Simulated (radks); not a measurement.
Removal energies from the lutetium ion Lu13+, [Kr] 4d10 4f10 5s2, by Delta-SCF beside the eigenvalue of the level emptied. All-electron calculation, scalar-relativistic Kohn-Sham, BLYP, spin-polarised, spherical densities, finite nucleus; Fermi nuclear charge, rms radius of each element as measured or else 0.836 A^(1/3) + 0.57 fm. Program: a radial shooting solver on a logarithmic mesh with Libxc functionals. Open shells are filled with parallel spins first.

\begin{tabular}{lrrr}
removed from & final configuration & Delta-SCF (eV) & -eigenvalue (eV) \\ \hline
4f & [Kr] 4d10 4f9 5s2 & 282.64 & 266.01 \\
5s & [Kr] 4d10 4f10 5s1 & 296.63 & 286.24 \\
4d & [Kr] 4d9 4f10 5s2 & 471.52 & 454.28 \\
4p & [Ar] 3d10 4s2 4p5 4d10 4f10 5s2 & 640.07 & 622.47 \\
\end{tabular}
